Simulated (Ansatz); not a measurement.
`CO[SiH](S)Cl` + `OC(F)CF` → `CO[Si](F)(S)Cl` + `CC(O)F`  (formal exchange of groups at the Si–H bond)

Gas-phase electronic energies from Ansatz, PBE0-D4/def2-TZVP geometries. CCSD(T)/CBS adds triple-zeta CCSD(T) − MP2 to the extrapolated MP2 energy (def2 sets, frozen cores). Functionals use def2-TZVPP. One conformer a species, not always the lowest.

```
             level  ΔE (kJ/mol)
         r2SCAN-D4       -242.6
               PBE       -226.8
CCSD(T)/def2-TZVPP       -241.4
     MP2/CBS(def2)       -256.6
```

**Question.** What does CCSD(T)/CBS give? (Best estimate.)

**Answer.** Ansatz gave: -246.4 kJ/mol. The listed levels differ from it by 3.8, 19.6, 5.0, -10.2 kJ/mol.

Largest T1 diagnostic among the species: 0.011.

From PBE to PBE0 (25 % exact exchange), in def2-TZVPP and without D4, ΔE moves by −6.3 kJ/mol. The D4 term adds −3.2 kJ/mol with B3LYP and −1.7 kJ/mol with PBE0; it sums over pairs of atoms, weighted by their polarisabilities, and B3LYP, whose exchange is more repulsive, gets the larger term.

B3LYP here is the variant with VWN-RPA as its local correlation; programs differ in this.
